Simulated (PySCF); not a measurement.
PBE on B⁻ (boron, charge -1), [He] 2s2 2p2, high-spin 3P determinant. Computed with PySCF 2.14 in aug-cc-pCVTZ-DK with one added diffuse shell each of s, p, d, f type (8s7p5d3f, 75 functions), with the spin-free X2C one-electron Hamiltonian (Gaussian nucleus).

```
cycle= 1 E= -24.6365977974206  delta_E= -0.00236  |g|= 0.0137  |ddm|= 1.08
cycle= 2 E= -24.5804703616401  delta_E= 0.0561  |g|= 0.158  |ddm|= 2.08
cycle= 3 E= -24.5514041094546  delta_E= 0.0291  |g|= 0.185  |ddm|= 0.211
cycle= 4 E= -24.6291809199035  delta_E= -0.0778  |g|= 0.078  |ddm|= 0.708
cycle= 5 E= -24.63514045694  delta_E= -0.00596  |g|= 0.0627  |ddm|= 0.929
cycle= 6 E= -24.6416945337507  delta_E= -0.00655  |g|= 0.0318  |ddm|= 0.216
cycle= 7 E= -24.6438035406163  delta_E= -0.00211  |g|= 0.0136  |ddm|= 0.286
cycle= 8 E= -24.6441449058941  delta_E= -0.000341  |g|= 0.00568  |ddm|= 0.0434
cycle= 9 E= -24.6442084728419  delta_E= -6.36e-05  |g|= 0.00253  |ddm|= 0.0527
cycle= 10 E= -24.6442233291924  delta_E= -1.49e-05  |g|= 0.000471  |ddm|= 0.0126
cycle= 11 E= -24.644223854038  delta_E= -5.25e-07  |g|= 6.55e-05  |ddm|= 0.00226
cycle= 12 E= -24.6442238639905  delta_E= -9.95e-09  |g|= 4.7e-06  |ddm|= 0.000275
cycle= 13 E= -24.6442238640412  delta_E= -5.07e-11  |g|= 1.23e-06  |ddm|= 2.6e-05
converged SCF energy = -24.6442238640412  <S^2> = 2.0026557  2S+1 = 3.0017699
```

Highest occupied orbital energy: 1.138 eV; ⟨L²⟩ = 2.01; populations by l: s 4.00, p 2.00, d 0.00, f 0.00.

**Question.** Can this result be used?

**Answer.** With care. Self-consistency was reached. At PBE the highest occupied level has a positive energy, so only the finite basis holds that electron; in a semilocal or global hybrid functional this comes from self-interaction and does not mean that the real anion is unbound.
